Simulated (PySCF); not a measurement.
**Run times: silicon in aug-cc-pCVQZ-DK**

Measured wall times of calculations with PySCF 2.14 in aug-cc-pCVQZ-DK (10s9p7d5f3g, 134 functions), with the spin-free X2C one-electron Hamiltonian (Gaussian nucleus), run from one Python driver. Hardware: 1 thread of Neoverse-V2 on a shared host, 1.3 GiB allowed. The two-electron integrals over 134 functions were computed once and kept in memory (1.4 CPU seconds with the set-up); the times below exclude them. Kohn-Sham runs start from converged Hartree-Fock orbitals.

Launch command (the driver calls PySCF for each step listed in the task file):

```bash
OMP_NUM_THREADS=1 python atomrun2.py TASK.json OUT
```

```tsv
species	step	iterations	wall time (s)
Si [Ne] 3s1 3p3	UHF with spin-orbit constants	1	14
Si [Ne] 3s1 3p3	LDA	6	0.93
Si [Ne] 3s1 3p3	PBE	6	1.1
Si [Ne] 3s1 3p3	PBE0	5	2.7
Si [Ne] 3s1 3p3	r2SCAN	6	3
Si [Ne] 3s1 3p3	M06	5	4.3
Si [Ne] 3s1 3p3	TPSS	6	3.1
Si [Ne] 3s1 3p3	r2SCAN0	6	5
Si [Ne] 3s1 3p3	MP2 (4 electrons)		0.6
Si [Ne] 3s1 3p3	MP2 (12 electrons)		2.4
Si [Ne] 3s1 3p3	MP2 (14 electrons)		2.8
```

Peak memory of the process: 0.63 GiB. Times on a shared host vary from run to run.
